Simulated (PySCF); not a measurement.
C₄H₆, triplet, geometry from GFN2-xTB (a higher spin typed on purpose: for a closed-shell molecule this is an excited state). Base run: M06L/def2-SVP in PySCF.

Geometry (Å):
```xyz
10

C      1.7546     0.2638    -0.6766
C      0.6501    -0.0605     0.1778
C     -0.6870     0.0565    -0.1679
C     -1.7277    -0.2576     0.6606
H      2.1948     1.2462    -0.6724
H      2.2086    -0.4794    -1.3095
H      0.8721    -0.4284     1.1791
H     -0.9113     0.4219    -1.1624
H     -2.7488    -0.1491     0.3446
H     -1.5553    -0.6243     1.6575
```
Charge 0, spin multiplicity 3.
Orbitals are unrestricted.
All else is at PySCF's defaults.
Base energy -155.76341 Eh.

Each row names what was changed in the base input (with any setting that the change needs).

```json
[
 {"change": "base", "ΔE vs base (µEh)": "0.0", "grid points": "115320", "electrons on the grid": "30.00001"},
 {"change": "grids.radi_method = gauss_chebyshev", "ΔE vs base (µEh)": "25.3", "grid points": "112224", "electrons on the grid": "30.00001"},
 {"change": "grids.level = 1", "ΔE vs base (µEh)": "-296", "grid points": "35552", "electrons on the grid": "29.99992"},
 {"change": "grids.atom_grid = (50, 194)", "ΔE vs base (µEh)": "28.4", "grid points": "66088", "electrons on the grid": "29.99995"},
 {"change": "grids.atom_grid = (99, 590)", "ΔE vs base (µEh)": "-36.3", "grid points": "324640", "electrons on the grid": "30.00000"},
 {"change": "grids.level = 7", "ΔE vs base (µEh)": "-36.9", "grid points": "646992", "electrons on the grid": "30.00000"},
 {"change": "grids.atom_grid = (150, 974)", "ΔE vs base (µEh)": "-36.8", "grid points": "811560", "electrons on the grid": "30.00000"},
 {"change": "grids.atom_grid = (75, 302)", "ΔE vs base (µEh)": "1.4", "grid points": "145504", "electrons on the grid": "30.00001"},
 {"change": "grids.prune = dft.gen_grid.treutler_prune", "ΔE vs base (µEh)": "69.0", "grid points": "99048", "electrons on the grid": "30.00001"},
 {"change": "grids.prune = off", "ΔE vs base (µEh)": "1.0", "grid points": "181200", "electrons on the grid": "30.00001"},
 {"change": "grids.level = 4", "ΔE vs base (µEh)": "-36.9", "grid points": "208680", "electrons on the grid": "30.00000"}
]
```

Open shells are given as the SCF converged; they aren't shown to be the lowest states, and a large step between rows can be another state.
